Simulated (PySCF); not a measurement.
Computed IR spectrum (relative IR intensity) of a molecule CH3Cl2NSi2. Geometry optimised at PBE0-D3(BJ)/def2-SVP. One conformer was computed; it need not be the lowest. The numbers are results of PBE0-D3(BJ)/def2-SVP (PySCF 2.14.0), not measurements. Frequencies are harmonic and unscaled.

Lines under 2 % of the strongest are left out, and lines within 2 cm⁻¹ are merged.

ν (cm⁻¹): 162 (vw), 202 (vw), 280 (w), 462 (w), 466 (w), 556 (vs), 625 (vs), 660 (m), 761 (m), 776 (vs), 905 (m), 929 (s), 1290 (w), 1612 (m), 2222 (s), 2238 (s), 3062 (m) (against the strongest line: vs over 80 %, s over 45 %, m over 15 %, w over 4 %, vw less)

Question: Which structure fits?
A. Cl[Si]1(Cl)C=N[SiH2]1
B. Cl[Si]1(Cl)N=C[SiH2]1
C. Cl[Si@H]1C=N[Si@@H]1Cl

Answer: B, Cl[Si]1(Cl)N=C[SiH2]1
